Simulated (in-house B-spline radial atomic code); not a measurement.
Ionising Ga⁸⁺ with different functionals

Computed with a B-spline radial code for spherical atoms: four-component Dirac-Coulomb Hamiltonian, Fermi nucleus of rms radius 3.9973 fm, spin-restricted, spherical fractional occupations for the functionals. The ionisation energy is the difference of two self-consistent energies, [Ar] 3d5 → [Ar] 3d4, without Breit or QED terms; ε is the level of the shell that loses the electron (mean over j). The electron is taken from both j subshells in proportion to 2j + 1, so the result is a j average, not the step between ground levels.

Hybrids are left out here: with spherical fractional occupations of an open shell their exact exchange keeps a self-interaction that integer-occupation calculations don't have.

| method | rung | ΔSCF (eV) | -ε(3d) (eV) |
| --- | --- | --- | --- |
| LDA VWN5 | LDA | 208.10 | 191.39 |
| relativistic LDA | LDA | 208.12 | 191.40 |
| LDA PW92 | LDA | 208.09 | 191.38 |
| LDA exchange-only | LDA | 205.85 | 189.16 |
| PBE | GGA | 207.79 | 191.08 |
| PBEsol | GGA | 207.74 | 191.03 |
| BLYP | GGA | 207.70 | 190.99 |
| RPBE | GGA | ? | ? |
| PW91 | GGA | 207.98 | 191.27 |
| BP86 | GGA | ? | ? |
| AM05 | GGA | 207.79 | 191.08 |
| OLYP | GGA | 208.61 | 191.87 |

Task: What does BP86 give?

Result: ΔSCF 207.88 eV, and -ε(3d) = 191.16 eV.

Task: What does RPBE give?

Result: ΔSCF 207.72 eV, and -ε(3d) = 191.01 eV.

Task: How do they compare with the NIST value?

Result: NIST lists 211 eV ± 2.2 (tabulated theory, ground level to ground level). Errors run from -5.15 to -2.39 eV. The correlated functionals all miss on the same side by more than they spread, so the cause is common to them (Breit-QED terms, spin polarisation, the choice among j levels, multiplet and fine-structure energies, or a listed next ion that isn't the cheapest removal here) and closeness doesn't rank the functionals.
